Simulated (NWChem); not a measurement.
System: BeH2; SMILES [BeH2]

**Question.** Give the equilibrium geometry at PBE0/def2-SVP (NWChem) as a list of bonds and angles, with the point group.

**Answer.** point group D*h; any orientation.
Bond lengths (Å): Be1–H2 1.339, Be1–H3 1.339. Angles (°): H2–Be1–H3 180.0.
